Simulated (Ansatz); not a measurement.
ReSe2⁻. The state is a triplet with charge -1. Geometry r2SCAN-D4/def2-TZVP, that of the neutral doublet; atoms count from 1.

```xyz
3

Re   -0.642    0.156    0.318
Se   -0.538   -0.094   -1.886
Se    1.180   -0.062    1.568
```

In the def2 sets Re takes a core potential; there is no spin–orbit coupling. The structure comes from a short search, and lower isomers may exist.

Problem. Estimate the Mulliken populations from the PBE0/def2-TZVPD orbitals of Ansatz.

Solution. 
```json
{"atom": "Re1", "charge (e)": "0.16", "spin (α − β)": "2.17", "d electrons": "5.32"}
{"atom": "Se2", "charge (e)": "-0.58", "spin (α − β)": "-0.09", "d electrons": "–"}
{"atom": "Se3", "charge (e)": "-0.58", "spin (α − β)": "-0.09", "d electrons": "–"}
```
Mulliken values and Mayer orders depend strongly on the basis. With diffuse functions, as here, like atoms can get unlike values, and bond orders can come out too low or too high.

Problem. Where does the spin sit?

Solution. Summed by element: Re 2.17, Se -0.17, of 2 unpaired in all. Largest on single atoms: Re1 2.17, Se3 -0.09, Se2 -0.09.

Problem. And the Mayer bond orders between bonded heavy atoms (over 0.3)?

Solution. Re1–Se2 2.01 (2.22 Å); Re1–Se3 2.01 (2.22 Å).
